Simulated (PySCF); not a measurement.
Species: C4H12Si2.
Geometry (PBE0-D3(BJ)/def2-SVP, Å), atoms numbered from 1 in this order:
```xyz
18
C4H12Si2 angstrom
C      2.8543    0.1961    0.2349
Si     1.1890    0.1115   -0.6410
C     -0.0512    1.4271   -0.0257
C     -1.4779    0.8640   -0.1023
C     -1.5973   -0.4968    0.6010
Si    -0.2454   -1.6614   -0.0808
H      2.7298    0.0564    1.3197
H      3.5327   -0.5881   -0.1341
H      3.3374    1.1714    0.0666
H      1.3895    0.2381   -2.1217
H      0.2014    1.6607    1.0247
H      0.0387    2.3712   -0.5869
H     -1.7666    0.7511   -1.1633
H     -2.1989    1.5809    0.3277
H     -1.4203   -0.3732    1.6842
H     -2.6081   -0.9210    0.4933
H     -0.7434   -2.4481   -1.2542
H      0.2494   -2.6281    0.9503
```

The closed-shell ground state was solved at several levels (PySCF, density fitting, gas phase, non-relativistic).

| level | basis functions | HOMO (eV) | LUMO (eV) | gap (eV) | dipole (D) |
| --- | --- | --- | --- | --- | --- |
| B3LYP/def2-SVPD | 224 | -6.99 | 0.00 | 6.99 | 1.01 |
| B97-2/pcSseg-1 | 176 | -7.02 | 0.36 | 7.38 | 0.96 |

Q: What might PBE0/pcSseg-1 (176 basis functions) give for the same quantities?

A: HOMO -7.25 eV, LUMO 0.34 eV, gap 7.59 eV, dipole 0.97 D.

Q: Over all these levels, which gives the widest orbital gap and which the narrowest?

A: PBE0/pcSseg-1 (global hybrid, 25 % exact exchange) has the widest, 7.59 eV, and B3LYP/def2-SVPD (global hybrid, 20 % exact exchange) the narrowest, 6.99 eV. Functional and basis both differ between the two, so the spread mixes both effects.

Q: How far do the dipole and the HOMO energy spread over the levels?

A: The dipole runs from 0.96 to 1.01 D (mean 0.98 D) and the HOMO from -7.25 to -6.99 eV.

One conformer stands for the species.
